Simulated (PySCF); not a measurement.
**Au²⁺: excitation energy**

Au²⁺ [Xe] 4f14 5d9 (2D) → Au²⁺ [Xe] 4f14 5d8 6p1 (high-spin determinant), as a difference of total energies. Calculation: PySCF 2.14, in aug-cc-pwCVDZ-PP with ECP60MDF (6s6p5d3f, 70 functions); a scalar-relativistic core potential. Correlated levels: valence: 5s2 5p6 frozen; valence and next inner shell: nothing frozen outside the core potential. The calculations carry no spin-orbit coupling.

| method | excitation energy (eV) |
| --- | --- |
| UHF | 11.929 |
| LDA | 12.600 |
| PBE | 12.387 |
| PBE0 | 12.498 |
| r2SCAN | 12.241 |
| CAM-B3LYP | 12.515 |
| M06-2X | 13.102 |
| wB97M-V | 12.724 |
| B2PLYP | 12.556 |
| MP2 (valence) | 12.771 |
| SCS-MP2 (valence) | 12.868 |
| MP2 (valence and next inner shell) | 12.552 |
| SCS-MP2 (valence and next inner shell) | 12.579 |

Problem. How much does correlation contribute at MP2 (valence and next inner shell)?

Solution. 12.552 − (11.929) = 0.623 eV, measured against UHF.

The determinant of the upper state mixes LS terms, which raises its energy above the lowest term, most at the Hartree-Fock and MP2 levels.
